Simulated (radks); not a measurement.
Fractional charge and spin in the 3d shell of titanium: the spin-up occupation runs from 0 to 1 and the spin-down occupation from 0 to 1; the fullest corner is Ti+, [Ar] 4s(up 0.5, down 0.5) 3d(up 1, down 1). Method: non-relativistic Kohn-Sham, r2SCAN, spin-polarised, spherical densities, point nucleus; meta-GGA in the generalised Kohn-Sham scheme; computed with a radial shooting solver on a logarithmic mesh with Libxc functionals. Energy (eV) above the fullest corner. The planes named below are the two flat planes that join the four corners, with an edge along up + down = one added electron.

down \ up,0,0.25,0.5,0.75,1
0,50.291,40.586,31.887,24.161,17.375
0.25,40.586,31.979,24.339,17.631,11.820
0.5,31.887,24.339,17.717,11.984,7.102
0.75,24.161,17.631,11.984,7.180,3.177
1,17.375,11.820,7.102,3.177,0.000

Corners above the fullest one (they belong to Ti2+ and the next ion): (up 1, down 0) 17.375 eV, (up 0, down 1) 17.375 eV, (up 0, down 0) 50.291 eV. With half an added electron in each spin the energy lies 0.342 eV from the planes, and with half an added electron in spin up alone -1.946 eV. The planes are only a guide here: the flat-plane condition holds for ground states with one frontier orbital, while this shell lies below other occupied shells, so the corners above the fullest one are inner-hole states and not the ground states of those ions.
